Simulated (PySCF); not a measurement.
Isomers of H2B3N. Isolated molecules, 0 K electronic values unless said otherwise. One relaxed conformer stands for each flexible species; it need not be the lowest. Strings in code marks are SMILES.

Method: PBE-D3(BJ)/def2-TZVP // B3LYP-D3(BJ)/def2-TZVP run with PySCF. Excitations are Tamm–Dancoff values on a coarser integration grid. The basis has no diffuse functions, so Rydberg states are missing or too high.

```csv
species,S1–T1 gap (TDA) (eV),S1 oscillator strength,HOMO–LUMO gap (eV),T1 excitation (TDA) (eV),LUMO (eV)
`NB1B=B1` (H–N–B–B torsion 90°),0.63,(withheld),(withheld),0.95,-4.51
`B=BB=N` (B–B–B–N torsion 42°),0.20,0.000,-0.29,2.05,(withheld)
`N(=B)B=B` (B–B–N–B torsion 19°),0.46,0.000,-0.26,2.12,-4.42
```

Task: Some entries are withheld; supply them.

Result: 
- `NB1B=B1` (H–N–B–B torsion 90°), S1 oscillator strength: 0.010
- `NB1B=B1` (H–N–B–B torsion 90°), HOMO–LUMO gap (eV): 1.39
- `B=BB=N` (B–B–B–N torsion 42°), LUMO (eV): -5.27
